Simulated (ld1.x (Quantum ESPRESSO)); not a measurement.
Results of a calculation; reference values are marked as such.
# Pseudopotentials across the periodic table

Generated with ld1.x 7.5 (TM, RRKJ, ultrasoft, PAW), atompaw 4.2 or ONCVPSP 4.0.1. The cutoff is in Ry: for ld1.x and atompaw files where the sum of valence levels is converged to 10 mRy in a Bessel basis, for ONCV files where the hardest occupied wave has 1 mHa per electron of residual kinetic energy. The error is the largest all-electron minus pseudo excitation energy over each file’s own four to seven test configurations (ionisations up to +4, promotions, holes and added fractions of an electron), all of which were solved. The labels leave out finer settings (local radius, basis sizes, second energies), which also bear on the numbers. Spin-polarised tests are not counted. The rows are a selection from randomly drawn settings: files with unsolved tests, undetermined cutoffs or missed reference levels are left out.

A true bound ghost makes a file unfit for plane-wave use even where its test errors are small: the radial tests pick states by their node count and pass the ghost by.

| element | potential | cutoff (Ry) | largest error (meV) | bound ghosts |
| --- | --- | --- | --- | --- |
| Ne | RRKJ, PBE, non-relativistic, rc 0.60/0.75 (sp), local s, core correction yes, reference 2s2 2p6 | 230 | +241 | none |
| Al | TM, PBEsol, scalar-relativistic, rc 1.45/1.70/1.60 (spd), local smoothed, core correction yes, reference 3s1 3p0 | 30 | +46 | none |
| S | TM, LDA (PZ), scalar-relativistic, rc 1.20/1.70 (sp), local smoothed, core correction yes, reference 3s2 3p4 | 50 | +99 | none |
| S | RRKJ, LDA (PZ), non-relativistic, rc 1.00/1.10 (sp), local s, core correction no, reference 3s2 3p4 | 100 | +175 | none |
| Ga | ultrasoft, PBE, scalar-relativistic, rc 2.10/1.90/2.15 (spd), local smoothed, core correction yes, reference 4s1 4p2 | 6 | -85 | none |
| Tc | RRKJ, BLYP, scalar-relativistic, rc 2.05/1.30/1.95 (spd), local s, core correction no, reference 4p6 4d5 5s1 5p0 | 80 | -884 | none |
| Pb | ultrasoft, LDA (PZ), scalar-relativistic, rc 2.05/2.30 (sp), local smoothed, core correction yes, reference 6s2 6p2 | 8 | -651 | s, p, d |

(1) Fill in the row for N: TM, PBE, non-relativistic, rc 1.10/1.40 (sp), local smoothed, core correction yes, reference 2s2 2p3.

(2) Fill in the row for Ge: ultrasoft, PBE, scalar-relativistic, rc 1.60/1.05/0.85 (spd), local smoothed, core correction no, reference 3p6 3d10 4s2 4p0.

Results:

(1) cutoff 60 Ry, largest error +547 meV, bound ghosts: none.

(2) cutoff 230 Ry, largest error +21 meV, bound ghosts: s.
